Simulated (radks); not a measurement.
All-electron atom: the nitrogen ion N+ in [He] 2s2 2p1.5 3p0.5 (fractional occupations, a model configuration). Method: scalar-relativistic Kohn-Sham, BLYP, spin-polarised, spherical densities, point nucleus; open shells are filled with parallel spins first; computed with a radial shooting solver on a logarithmic mesh with Libxc functionals. Some entries of the table are withheld. Estimate them.

| orbital | occ. | eigenvalue (eV) | <r> (bohr) | r(max) (bohr) |
|---|---|---|---|---|
| 1s up | 1 | -409.3741 | 0.2299 | 0.1482 |
| 1s down | 1 | -408.3298 | 0.2293 | 0.1481 |
| 2s up | 1 | -38.1872 | (1) | 0.9658 |
| 2s down | 1 | -35.1642 | (2) | 0.9780 |
| 2p up | 1.5 | -26.5619 | 1.190 | (3) |
| 2p down | 0 | -23.5707 | 1.242 | (4) |
| 3p up | 0.5 | -5.6490 | (5) | 4.032 |

Answer. 
(1) 2s up <r> (bohr): 1.201
(2) 2s down <r> (bohr): 1.231
(3) 2p up r(max) (bohr): 0.8751
(4) 2p down r(max) (bohr): 0.8948
(5) 3p up <r> (bohr): 4.590
